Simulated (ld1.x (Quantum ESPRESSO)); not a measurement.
**Which setting gave this result? (gallium, PAW)**

Base potential:

ld1.x (Quantum ESPRESSO) 7.5 input, shortened:

```
&input
   title='Ga', zed=31., rel=1, dft='PZ', iswitch=3,
   config='[Ar] 3d10 4s2 4p0.75'
 /
 &inputp
   pseudotype=3, lpaw=.true., tm=.true., lloc=-2, rcloc=2.70,
   nlcc=.false.,
   which_augfun='PSQ', rmatch_augfun=0.80
 /
6
4S  1  0   2.00   0.00  1.30  1.60  0.0
4S  1  0   0.00   2.40  1.30  1.60  0.0
4P  2  1   0.75   0.00  2.10  2.70  0.0
4P  2  1   0.00   0.40  2.10  2.70  0.0
3D  3  2  10.00   0.00  1.10  1.40  0.0
3D  3  2   0.00   2.20  1.10  1.40  0.0
 &test
   configts(1)='3d10 4s2 4p0.75'
 /
```

Cutoffs, loose and tight: the cutoffs (Ry, on a coarse ladder) from which the occupation-weighted sum of valence levels, in a spherical-Bessel basis at the reference potential, stays within 10 and 1 mRy of its value at 400 Ry. They do not see the model core or the augmentation charge, which bear on the density cutoff. Test errors are all-electron minus pseudo excitation energies from the reference, over the configurations 3d10 4s2 4p1; 3d10 4s2 4p0; 3d10 4s1 4p0; 3d10 4s2 4p1.3; 3d9 4s0 4p0; 3d9 4s2 4p2; 3d9 4s2 4p1 (two spin-polarised tests are not counted in the largest error); variants that change the core or the reference have their own tests. The largest error is taken over the tests solved by every variant that gives reliable tests at all, those not shown here included: 3d10 4s1 4p0; 3d10 4s2 4p0; 3d10 4s2 4p1; 3d10 4s2 4p1.3.

Only the d radius is moved:

```tsv
d radius (bohr)	cutoff, loose	cutoff, tight	bound ghosts	largest test error (meV)
0.94	180 Ry	300 Ry	none	-5.8
1.14	110 Ry	180 Ry	none	-5.2
1.3	70 Ry	140 Ry	none	-5.2
1.42	60 Ry	100 Ry	none	-9.3
1.56	45 Ry	80 Ry	none	-11
1.7	40 Ry	60 Ry	none	-13
1.86	35 Ry	50 Ry	none	-15
1.94	30 Ry	45 Ry	none	-17
2.14	21 Ry	35 Ry	none	-7.8
```

Problem. One more run gave cutoff, loose: 140 Ry; cutoff, tight: 230 Ry; bound ghosts: none; largest test error (meV): -5.6. Which value of the d radius was used?

Solution. 1.04 bohr. The loose cutoff moves one way along this sweep, from 180 Ry at 0.94 to 21 Ry at 2.14 bohr, which places the run between 0.94 and 1.14 bohr.
